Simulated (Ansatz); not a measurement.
```yaml
crystal:
  periodic: [false, false, false]
  atoms:
    - {symbol: Sn, position_ang: [-0.457596, 0.210619, -2.514379]}
    - {symbol: H, position_ang: [0.267243, 0.967856, -3.897543]}
    - {symbol: H, position_ang: [-1.895297, -0.628534, -3.012522]}
    - {symbol: C, position_ang: [0.936620, -1.219478, -1.652701]}
    - {symbol: Sn, position_ang: [0.083278, -2.557530, -0.167008]}
    - {symbol: H, position_ang: [-0.777436, -3.825215, -0.981950]}
    - {symbol: H, position_ang: [1.350691, -3.256502, 0.794462]}
    - {symbol: C, position_ang: [-1.280017, -1.472888, 1.135484]}
    - {symbol: Sn, position_ang: [-0.328613, -0.113843, 2.540404]}
    - {symbol: H, position_ang: [-1.489665, 1.041267, 3.121006]}
    - {symbol: H, position_ang: [0.282156, -1.029861, 3.881967]}
    - {symbol: C, position_ang: [1.307791, 0.947770, 1.577740]}
    - {symbol: Sn, position_ang: [0.703090, 2.461732, 0.139637]}
    - {symbol: H, position_ang: [0.228325, 3.893606, 0.997672]}
    - {symbol: H, position_ang: [2.033767, 2.842225, -0.911029]}
    - {symbol: C, position_ang: [-0.964225, 1.743506, -1.058591]}
    - {symbol: H, position_ang: [1.777792, -0.658391, -1.196802]}
    - {symbol: H, position_ang: [1.351015, -1.839483, -2.473604]}
    - {symbol: H, position_ang: [-1.990728, -0.903120, 0.502654]}
    - {symbol: H, position_ang: [-1.866254, -2.212151, 1.718437]}
    - {symbol: H, position_ang: [1.910949, 1.444734, 2.364648]}
    - {symbol: H, position_ang: [1.958959, 0.205389, 1.072693]}
    - {symbol: H, position_ang: [-1.745170, 1.352522, -0.374871]}
    - {symbol: H, position_ang: [-1.396665, 2.605779, -1.605815]}
basis:
  gaussian: {orbitals: def2-SVPD, nuclear_model: gaussian}
total_charge: 3
magnetization: {spin_polarized: true, initial_magnetization: 1}
hamiltonian: {xc: {name: wB97X}, pseudopotentials: {relativity: none}}
scf: {omitted_lower_state_checks: [starts]}
output: {forces: true}
```

```sh
$ ansatz run in.yaml --threads 4 --pin off --events-out ev --progress --plain --max-ram 6963MiB
```

Question: Does this run fit into the memory that it is given?

Answer: No. It has 336 basis functions, and the program plans for 8 GiB where 7 GiB are given.
